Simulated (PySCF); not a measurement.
## From computed data to an observable: entropy of an ideal gas

Ge(OH)4 (GeH₄O₄), SMILES [OH][Ge]([OH])([OH])[OH].

Geometry: PBE-D3(BJ)/def2-SVP. The isomer is the one that the SMILES or the coordinates give; other isomers of the formula were not compared. Other conformers were not sampled.

PBE-D3(BJ)/def2-SVP (PySCF) gives the harmonic wavenumbers 150, 162, 210, 214, 214, 251, 275, 275, 328, 657, 708, 724, 724, 879, 902, 917, 917, 3721, 3721, 3722, 3723 cm⁻¹ and the rotational temperatures 0.1703, 0.1703, 0.1483 K. The molar mass is 140.66 g/mol, the symmetry number 2.0, the spin multiplicity 1.

Task: Work out the entropy at 298.15 K and 1 atm in the rigid-rotor, harmonic-oscillator model.

Result: 
Translation (Sackur–Tetrode at 1 atm): S = R[1.5 ln M + 2.5 ln T − 1.16487] = 170.4 J/(mol K).
Rotation: q = (√π/σ) T^1.5/√(θA θB θC) = 69600, S = R[ln q + 3/2] = 105.2 J/(mol K).
Vibration: with u = 1.4388 ν/T, each mode gives R[u/(e^u − 1) − ln(1 − e^−u)]:
```csv
ν (cm⁻¹),modes,u,S (J/(mol K))
150,1,0.72,11.18
162,1,0.78,10.57
210,1,1.01,8.55
214,2,1.03,16.81
251,1,1.21,7.21
275,2,1.33,13.09
328,1,1.58,5.31
657,1,3.17,1.51
708,1,3.42,1.24
724,2,3.49,2.33
879,1,4.24,0.64
902,1,4.35,0.58
917,2,4.43,1.09
```
The stiffer modes add less than 0.005 each. Sum 80.1 J/(mol K).
Spin: R ln 1 = 0.0 J/(mol K).
Total 355.7 J/(mol K); the program's own thermochemistry gives 355.7. Translation makes up 48 % and vibration 23 %. Anharmonicity, hindered rotation and orbital degeneracy are left out.
